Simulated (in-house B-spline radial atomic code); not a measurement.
Inner levels of iridium as electrons are removed. A shift is the extra binding of the orbital against the neutral atom ([Xe] 4f14 5d7 6s2). The density at the nucleus is averaged over the nuclear charge. Computed with a radial B-spline atomic code at the basis-set limit: Dirac-Hartree-Fock, average of the configuration, finite nuclei.

| ion | configuration | shift of 2p3/2 (eV) | shift of 4d5/2 (eV) | shift of 3d3/2 (eV) | radius of 2p3/2 (bohr) | radius of 4d5/2 (bohr) | radius of 3d3/2 (bohr) | Σ<r²> (bohr²) | change of density at nucleus (bohr⁻³) |
| --- | --- | --- | --- | --- | --- | --- | --- | --- | --- |
| Ir22+ | [Kr] 4d10 4f9 | 613.87 | 567.18 | 609.86 | 0.068515 | 0.4573 | 0.17018 | 6.9512 | -1671.44 |
| Ir23+ | [Kr] 4d10 4f8 | 667.08 | 612.67 | 663.74 | 0.068519 | 0.45356 | 0.17011 | 6.5852 | -1545.73 |
| Ir24+ | [Kr] 4d10 4f7 | 721.87 | 659.13 | 719.16 | 0.068523 | 0.44982 | 0.17003 | 6.2398 | -1411.2 |
| Ir25+ | [Kr] 4d10 4f6 | ? | ? | ? | ? | ? | ? | ? | ? |
| Ir26+ | [Kr] 4d10 4f5 | ? | ? | ? | ? | ? | ? | ? | ? |
| Ir27+ | [Kr] 4d10 4f4 | 895.66 | 804.22 | 894.51 | 0.068535 | 0.43868 | 0.16974 | 5.31 | -954.77 |
| Ir28+ | [Kr] 4d10 4f3 | 956.68 | 854.43 | 955.92 | 0.06854 | 0.435 | 0.16962 | 5.0308 | -785.08 |
| Ir29+ | [Kr] 4d10 4f2 | 1019.23 | 905.55 | 1018.78 | 0.068544 | 0.43136 | 0.16949 | 4.765 | -606.64 |
| Ir30+ | [Kr] 4d10 4f1 | ? | ? | ? | ? | ? | ? | ? | ? |
| Ir31+ | [Kr] 4d10 | 1148.89 | 1010.46 | 1148.81 | 0.068554 | 0.42416 | 0.16921 | 4.2699 | -223.58 |
| Ir32+ | [Kr] 4d9 | 1219.64 | 1063.7 | 1214.45 | 0.068544 | 0.42059 | 0.16924 | 4.0212 | 56.22 |
| Ir33+ | [Kr] 4d8 | 1291.55 | 1117.57 | 1281.04 | 0.068533 | 0.41732 | 0.16904 | 3.7797 | 343.61 |
| Ir34+ | [Kr] 4d7 | 1364.62 | 1172.07 | 1348.56 | 0.068522 | 0.41412 | 0.16884 | 3.545 | 638.69 |

Problem. Fill in the row of Ir25+.

Solution. shift of 2p3/2 (eV): 778.24; shift of 4d5/2 (eV): 706.55; shift of 3d3/2 (eV): 776.11; radius of 2p3/2 (bohr): 0.068527; radius of 4d5/2 (bohr): 0.44609; radius of 3d3/2 (bohr): 0.16994; Σ<r²> (bohr²): 5.9132; change of density at nucleus (bohr⁻³): -1267.84.

Problem. Fill in the row of Ir26+.

Solution. shift of 2p3/2 (eV): 836.18; shift of 4d5/2 (eV): 754.92; shift of 3d3/2 (eV): 834.57; radius of 2p3/2 (bohr): 0.068531; radius of 4d5/2 (bohr): 0.44237; radius of 3d3/2 (bohr): 0.16984; Σ<r²> (bohr²): 5.6037; change of density at nucleus (bohr⁻³): -1115.7.

Problem. Fill in the row of Ir30+.

Solution. shift of 2p3/2 (eV): 1083.3; shift of 4d5/2 (eV): 957.56; shift of 3d3/2 (eV): 1083.08; radius of 2p3/2 (bohr): 0.068549; radius of 4d5/2 (bohr): 0.42774; radius of 3d3/2 (bohr): 0.16935; Σ<r²> (bohr²): 4.5117; change of density at nucleus (bohr⁻³): -419.46.
